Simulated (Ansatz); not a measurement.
Compare A (`C=C([SiH3])C[SiH3]`) with its isomer B (`C/C=C/[SiH2][SiH3]`).

Program: Ansatz. Geometries: PBE0-D4/def2-TZVP. ΔE: electronic, gas phase. CCSD(T)/CBS adds triple-zeta CCSD(T) − MP2 to the extrapolated MP2 energy (def2 sets, frozen cores). DFT in def2-TZVPP. B3LYP here is the variant with VWN-RPA as its local correlation; programs differ in this. Each species was taken in one conformer, which may not be the lowest.

Task: Which isomer does CCSD(T)/CBS put lower? Give the gap. (An estimate is asked.)

Result: Computed: B, by 3.0 kcal/mol.

Task: Give E(B) − E(A) in kcal/mol with ωB97M-V, PBE-D4, B2PLYP, CCSD(T)/def2-TZVPP, PBE0-D4, B3LYP-D4, HF/def2-TZVPP. (An estimate is asked.)

Result: The calculation gave: ωB97M-V -2.2, PBE-D4 -6.0, B2PLYP -3.8, CCSD(T)/def2-TZVPP -3.0, PBE0-D4 -5.4, B3LYP-D4 -3.5, HF/def2-TZVPP -3.9. None reverses the order clearly.

Largest T1 diagnostic: 0.012.

In def2-TZVPP, CCSD(T) changes the Hartree–Fock value by +0.9 kcal/mol (the triples alone add +0.2 kcal/mol) and MP2 by +2.7 kcal/mol. The D4 term adds +1.9 kcal/mol with B3LYP and +1.0 kcal/mol with PBE0; it sums over pairs of atoms, weighted by their polarisabilities, and B3LYP, whose exchange is more repulsive, gets the larger term.
